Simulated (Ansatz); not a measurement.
B$_{2}$ClH$_{3}$Se (`ClBB[SeH]`), relaxed with RKS PBE0-D4/def2-TZVP in Ansatz from a PBE-D4/def2-SVP geometry. The force threshold is 0.005 eV/Å; the program also tests the step.

Charge 0, multiplicity 1.

Start:

```xyz
7

Cl   -1.462   -0.136   -2.174
B    -0.507   -0.857   -0.877
B    -0.058    0.088    0.436
Se    1.581    1.079    0.422
H    -0.258   -2.042   -1.004
H    -0.756    0.168    1.428
H     1.460    1.701    1.770
```

| step | energy (eV) | largest force (eV/Å) | largest move (Å) |
| --- | --- | --- | --- |
| 1 | -79261.6501 | 0.394 | 0.000 |
| 2 | -79261.6688 | 0.149 | 0.032 |
| 3 | -79261.6697 | 0.151 | 0.016 |
| 4 | -79261.6709 | 0.051 | 0.013 |
| 5 | -79261.6709 | 0.034 | 0.001 |
| 6 | -79261.6710 | 0.027 | 0.005 |
| 7 | -79261.6710 | 0.004 | 0.005 |

End:

```xyz
7

Cl   -1.436   -0.137   -2.167
B    -0.508   -0.849   -0.867
B    -0.064    0.087    0.437
Se    1.561    1.081    0.411
H    -0.263   -2.014   -0.984
H    -0.740    0.154    1.420
H     1.449    1.677    1.751
```

It took 27 s on 2 threads of an Arm Neoverse V2 on a shared host, with 0.4 GiB of host memory at the peak.
